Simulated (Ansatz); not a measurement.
System: sum formula AlO$_{2}$H$_{2}$, net charge 0, doublet state. It need not be the lowest isomer of its formula. 
Coordinates optimised at B3LYP-D3(BJ)/def2-TZVP (Ansatz, a program for electronic structure):
```xyz
5

Al     0.0795    -0.5089    -0.0126
O      1.0953     0.4653    -0.9725
H      1.0612     1.4216    -1.0460
O     -1.1776     0.0617     0.9855
H     -1.4361     0.9782     1.1053
```
Charge 0, spin multiplicity 2.

Basis-set convergence of Hartree-Fock and MP2 correlation energies (hartree) with Ansatz. Cores are frozen in the correlated levels unless marked. UHF or UKS for open shells. No spin-orbit coupling. Non-relativistic.

| basis | functions | E(HF) | E(corr, MP2) |
|---|---|---|---|
| cc-pV(D+d)Z | 61 | -392.89731 | -0.42377 |
| cc-pV(T+d)Z | 127 | ? | ? |

Q: Fill in the missing entries.

A: 
- cc-pV(T+d)Z, E(HF): -392.96808
- cc-pV(T+d)Z, E(corr, MP2): -0.54501
